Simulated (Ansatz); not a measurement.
**Question.** Predict a relaxed structure of GeH2Me(OEt) (C3H10GeO), charge 0, singlet, at PBE0-D4/def2-SVP (Ansatz).

**Answer.** 
```xyz
15

C    -2.4025    1.4184   -0.2153
C     1.3013   -0.7534   -0.0007
C     1.8844   -1.2696    1.2953
Ge   -0.8468    0.6388   -1.0636
O     0.0938   -0.0913    0.2677
H     0.0394    1.6938   -1.7669
H    -1.2135   -0.4757   -2.0717
H    -3.0473    1.9062   -0.9607
H    -2.0875    2.1665    0.5258
H    -2.9803    0.6362    0.2968
H     1.1442   -1.5994   -0.7023
H     2.0280   -0.0729   -0.4920
H     2.8350   -1.7959    1.1185
H     2.0689   -0.4362    1.9897
H     1.1830   -1.9656    1.7792
```
Point group Cs (tolerance 0.1 Å). This is one stationary point.

Another isomer (singlet) lies 1.11 eV lower at PBE0-D4/def2-TZVP; other spin states weren't run for this one.
